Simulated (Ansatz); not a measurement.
Computed with Ansatz on PBE0-D4/def2-TZVP structures; ΔE is electronic, products minus reactants. CCSD(T)/CBS adds triple-zeta CCSD(T) − MP2 to the extrapolated MP2 energy (def2 sets, frozen cores). This one scheme is used for every species. DFT in def2-TZVPP. HSE06 is defined as in plane-wave codes. For Br outer-core shells are correlated without core-valence functions, which leaves a few kJ/mol of doubt a bond. Scalar relativity is left out up to krypton. Each species was taken in one conformer, which may not be the lowest.

`N=C(Cl)Br` + H₂O → `N=C(O)Br` + HCl  (formal hydrolysis of a C–Cl bond)

```json
{"species": "`N=C(Cl)Br`", "HSE06 energy (Eh)": "-3127.28282"}
{"species": "H₂O", "HSE06 energy (Eh)": "-76.37727"}
{"species": "`N=C(O)Br`", "HSE06 energy (Eh)": "-2743.00918"}
{"species": "HCl", "HSE06 energy (Eh)": "-460.65753"}
```

(1) Work out ΔE.

(2) What do rigid-rotor, harmonic-oscillator terms from PBE0-D4/def2-TZVP frequencies (298.15 K, 1 bar) make of the CCSD(T)/CBS value? (Best estimate.)

Largest T1 diagnostic among the species: 0.011.

Answers

(1) ΔE = (-2743.00918) + (-460.65753) − (-3127.28282) − (-76.37727) = -0.00662 Eh = -17.4 kJ/mol. CCSD(T)/CBS gives -8.8 kJ/mol.

(2) The calculation gave: ΔZPE = -2.2 kJ/mol, ΔH = -12.3 kJ/mol, ΔS = -10 J/(mol·K), ΔG = -9.2 kJ/mol.

Leaving LDA and LC-ωPBE aside and taking each functional with its dispersion term where it has one, the values, not all of them listed here, spread over 14.3 kJ/mol, from CAM-B3LYP-D4 to revPBE-D4. LDA lies −8.2 kJ/mol from PBE without D4. At CCSD(T), def2-SVP lies −24.1 kJ/mol from the extrapolated value and def2-TZVPP −6.6 kJ/mol.
